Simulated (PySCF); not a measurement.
O(2+): excitation energy

O(2+) [He] 2s2 2p2 (3P) → O(2+) [He] 2s1 2p2 3d1 (high-spin determinant), as a difference of total energies. Computed with PySCF 2.14 in aug-cc-pCVTZ-DK with one added diffuse shell each of s, p, d, f type (8s7p5d3f, 75 functions), with scalar relativity by spin-free X2C-1e. Correlated levels: valence: 1s2 frozen; valence and next inner shell: nothing frozen. The calculations carry no spin-orbit coupling.

```tsv
method	excitation energy (eV)
UHF	46.923
LDA	48.136
PBE	47.958
PBE0	48.113
r2SCAN	47.868
CAM-B3LYP	48.923
TPSSh	48.418
wB97X-V	48.794
B97-3	48.613
MP2 (valence)	48.531
SCS-MP2 (valence)	48.978
MP2 (valence and next inner shell)	48.569
SCS-MP2 (valence and next inner shell)	49.007
```

Problem. How much does correlation contribute at MP2 (valence and next inner shell)?

Solution. 48.569 − (46.923) = 1.646 eV, measured against UHF.

A first-order spin-orbit estimate (lowest level to lowest level, LS coupling) adds 0.006 eV.

The promoted electron is Rydberg-like, and one or two diffuse shells describe it only roughly, which tends to raise the upper state.

The determinant of the upper state mixes LS terms, which raises its energy above the lowest term, most at the Hartree-Fock and MP2 levels.
